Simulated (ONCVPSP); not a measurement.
**Si, ONCV: configuration errors across variants**

ONCVPSP 4.0.1 input, shortened (lines: element, Z, core and valence counts, functional; n l f; lmax; l rc ep ncon nbas qcut; lloc lpopt rc5 dvloc0; l nproj debl; icmod fcfact rcfact), LDA (Perdew-Zunger), scalar-relativistic:

```
  Si 14.00    3    1        3      upf
    1    0    2.00
    2    0    2.00
    2    1    6.00
    3    0    2.00
    2
    0    1.45    0.00    4    8    3.90
    1    1.40    0.42    4    9    6.60
    2    1.30    0.03    4    8    6.50
    4    5    1.10    3.00
    0    1    2.60
    1    1    0.90
    2    2    3.10
    3    2.25    1.50
```

In the p channel the program set the typed energies aside and used 0.050 Ha.

All-electron excitation energies from the reference (eV): (1) 3s2 3p2 -23.943; (2) 3s2 3p1 -16.114; (3) 3s1 34.145; (4) 3s2 3p1.5 -20.978.

1 further variants failed, have other tests or too few solved ones, and are left out.

Errors AE − PS in meV (a dash: test not solved or not reliable):

```csv
change,(1),(2),(3),(4),bound ghosts,GHOST(+) flags above zero
base,+275,+157,+22,+224,none,s
s: nbas 9,+275,+157,+22,+224,none,s
p: qcut 7.3,+280,+159,+22,+227,none,s
"core correction Teter function, fcfact 5.5, rcfact 1.55",+239,+140,-54,+196,none,s
p: rc 1.26,+471,+280,+22,+389,none,s
"d: rc 0.98; local potential polynomial inside 0.98 bohr (lpopt 5, dvloc0 3 Ha)",+299,+170,+28,+243,none,none
```

**Question.** Give the same row for: s: qcut 3.3; p: qcut 5.5; d: qcut 5.4.

**Answer.** +275, +155, +22, +222; bound ghosts: none; GHOST(+) flags above zero: s.
